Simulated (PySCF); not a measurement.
Species: 1,3,5-trifluorobenzene, C6H3F3.
Cartesian coordinates in Å at the PBE0-D3(BJ)/def2-SVP level; atoms count from 1:
```xyz
12
C6H3F3 angstrom
F     -0.5250    2.7248    0.3546
C     -0.3167    1.4618    0.0042
C      0.9912    1.0002   -0.0863
C      1.1779   -0.3271   -0.4547
F      2.4166   -0.7940   -0.5464
C      0.1183   -1.1840   -0.7295
C     -1.1675   -0.6667   -0.6211
F     -2.1993   -1.4620   -0.8744
C     -1.4156    0.6516   -0.2567
H      1.8379    1.6529    0.1237
H      0.2890   -2.2209   -1.0172
H     -2.4325    1.0347   -0.1786
```

Computed with TDDFT wB97X-D/def2-SVPD, vertical, gas phase, core orbitals frozen in the response (PySCF 2.14.0, density-fitted response routines).

Transition dipole moments from the ground state, in atomic units and in the frame of the coordinates above (overall signs are arbitrary), for the states with f of 0.002 or more among the lowest 9:

```tsv
state	E (eV)	μx	μy	μz
S3	7.128	0.032	1.747	0.494
S4	7.128	1.814	-0.045	0.042
S9	8.616	-0.017	-0.164	0.582
```

(1) What oscillator strength does each state have?

(2) What is the point group, and which symmetry does each of these states have?

(3) All atoms lie in one plane. Which transitions are polarised in it and which across it?

(4) How is the summed strength of these states shared among x, y and z?

(5) What peak molar absorption coefficient would the strongest computed level give as a lone Gaussian band 0.5 eV wide at half height?

## Answers

(1) f = (2/3) ΔE |μ|² with ΔE in hartree (27.2114 eV).

```
state  |μ|² (au)  |μ| (D)      f
   S3      3.295     4.61  0.575
   S4      3.294     4.61  0.575
   S9      0.365     1.54  0.077
```

(2) D3h. The ground state is totally symmetric, so the direction of μ fixes the label. Polarised along the main axis, so A2″: S9. Polarised across the main axis, so E′: S3 and S4.

(3) In the plane: S3 and S4. Perpendicular: S9. 

(4) (2/3) Σ ΔE μα² gives 0.575 for x, 0.539 for y and 0.114 for z, 1.228 in all.

(5) ε(max) = 2.175×10⁸ f / FWHM, with the width in cm⁻¹. S3/S4 (f summed): 2.175×10⁸ × 1.1507 / 4033 ≈ 62000 L mol⁻¹ cm⁻¹.

S3/S4 coincide within about 0.01 eV; within a degenerate level the directions of the single components are arbitrary.

The vertical ionisation energy (ΔSCF) is 9.77 eV, 1.15 eV above S9.

On one thread of an Arm Neoverse V1, shared host, this took 1.9 min.
